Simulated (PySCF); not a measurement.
WO2F, SMILES [O]=[W+](=[O])[F], charge +1, multiplicity 1. Coordinates come from a PBE0-D3(BJ)/def2-TZVP optimisation. The multiplicity is an assumed one; other spin states were not compared. The isomer is the one that the SMILES or the coordinates give; other isomers of the formula were not compared. The def2 effective core potentials stand for the cores of W; spin–orbit coupling is left out.

These are PBE0-D3(BJ)/def2-TZVP run with PySCF 2.14.0 values and carry that method's errors.

Harmonic wavenumbers (cm⁻¹): 252, 271, 399, 778, 1069, 1122. Rotational constants (GHz): 6.894, 5.580, 3.977; symmetry number 1.

**Question.** Work out the zero-point energy and the ideal-gas rigid-rotor harmonic-oscillator thermochemistry at 298.15 K and 1 atm.

**Answer.** ZPE = ½ Σ hcν = ½ × 3890 cm⁻¹ = 5.56 kcal/mol. H − E(el) = 8.80 kcal/mol. Entropy in cal/(mol K): translation 42.26, rotation 25.16, vibration 4.63, total 72.05. G − E(el) = -12.68 kcal/mol. Cp = 14.17 cal/(mol K).
